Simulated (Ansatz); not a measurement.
Isolated molecules relaxed with PBE0-D4/def2-TZVP in Ansatz; ΔE leaves out vibrations. CCSD(T)/CBS adds triple-zeta CCSD(T) − MP2 to the extrapolated MP2 energy (def2 sets, frozen cores). Functionals use def2-TZVPP. For Mg outer-core shells are correlated without core-valence functions, which leaves a few kJ/mol of doubt a bond. Each species was taken in one conformer, which may not be the lowest.

`C[CH2][Mg][CH3]` + `COB(O)F` → `C[CH2][Mg][OH]` + `COB(C)F`  (redistribution)

`C[CH2][Mg][CH3]`:

```xyz
12

C     0.599    1.414    1.606
C     0.865    1.122    0.126
Mg   -0.174   -0.508   -0.704
C    -1.208   -2.130   -1.519
H     0.861    0.565    2.246
H     1.170    2.273    1.978
H    -0.456    1.634    1.798
H     0.634    2.015   -0.469
H     1.940    0.957   -0.026
H    -2.261   -2.136   -1.218
H    -0.781   -3.088   -1.203
H    -1.190   -2.119   -2.614
```

`COB(O)F`:

```xyz
9

C     1.232   -0.546    0.201
O     0.492    0.217   -0.731
B    -0.791    0.559   -0.520
O    -1.472    0.200    0.603
F    -1.399    1.281   -1.466
H     1.564   -1.467   -0.282
H     0.640   -0.794    1.084
H     2.110    0.027    0.504
H    -2.376    0.521    0.605
```

`C[CH2][Mg][OH]`:

```xyz
10

C     0.612   -1.015    1.068
C     0.686   -0.413   -0.337
Mg   -0.759    1.020   -0.819
O    -1.975    2.230   -1.232
H    -0.342   -1.520    1.249
H     1.399   -1.757    1.247
H     0.715   -0.254    1.847
H     1.672    0.043   -0.492
H     0.624   -1.213   -1.085
H    -2.631    2.878   -1.446
```

`COB(C)F`:

Z-matrix (Å, degrees):
```
C
O 1 1.408
H 1 1.093 2 112.4
H 1 1.092 2 109.0 3 120.9
H 1 1.092 2 108.9 3 -120.8
B 2 1.348 1 123.8 3 -1.7
F 6 1.335 2 114.4 1 -180.0
C 6 1.569 2 126.0 1 0.1
H 8 1.090 6 111.3 2 -179.3
H 8 1.094 6 111.5 2 -58.6
H 8 1.094 6 111.4 2 60.1
```

```json
{"species": "`C[CH2][Mg][CH3]`", "B2PLYP energy (Eh)": "-319.04734"}
{"species": "`COB(O)F`", "B2PLYP energy (Eh)": "-315.74671"}
{"species": "`C[CH2][Mg][OH]`", "B2PLYP energy (Eh)": "-355.03102"}
{"species": "`COB(C)F`", "B2PLYP energy (Eh)": "-279.77088"}
```

(1) Work out ΔE.

Largest T1 diagnostic among the species: 0.012.

Results:

(1) ΔE = (-355.03102) + (-279.77088) − (-319.04734) − (-315.74671) = -0.00785 Eh = -0.21 eV. CCSD(T)/CBS gives -0.22 eV.

At CCSD(T), def2-SVP lies +0.05 eV from the extrapolated value and def2-TZVPP +0.05 eV. Leaving LDA and LC-ωPBE aside and taking each functional with its dispersion term where it has one, the values, not all of them listed here, spread over 0.08 eV, from ωB97X-V to B97M-V. LDA lies +0.04 eV from PBE without D4.
